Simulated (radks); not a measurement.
Effect of the nuclear size on the cobalt ion Co+, [Ar] 3d8. Calculated with a radial shooting solver on a logarithmic mesh with Libxc functionals: Dirac Kohn-Sham, PBE, spin-unpolarised, spherical densities, finite nucleus; open shells are shared between the two j in proportion to 2j + 1; Fermi nuclear charge, rms radius 3.7875 fm. The rms radius is varied about that value; shifts are against it.

| rms radius (fm) | total energy shift (eV) | density at nucleus (e/bohr^3) | 1s1/2 shift (meV) | 2s1/2 shift (meV) | 3s1/2 shift (meV) |
|---|---|---|---|---|---|
| 3.1095 | -0.0440 | 1.738e+04 | -18.7 | -1.73 | -0.256 |
| 3.4883 | -0.0204 | 1.729e+04 | -8.69 | -0.802 | -0.119 |
| 3.7875 | 0 | 1.722e+04 | 0.000 | 0.000 | 0.000 |
| 3.9125 | 0.00901 | 1.72e+04 | 3.83 | 0.354 | 0.052 |
| 4.5867 | 0.0624 | 1.707e+04 | 26.5 | 2.45 | 0.363 |

Slopes of the eigenvalues against <r^2> in GHz/fm^2, as finite differences over the two radii next to the reference (eigenvalue slopes, not the field-shift constants of lines): 1s1/2 964, 2s1/2 89.0, 3s1/2 13.2.
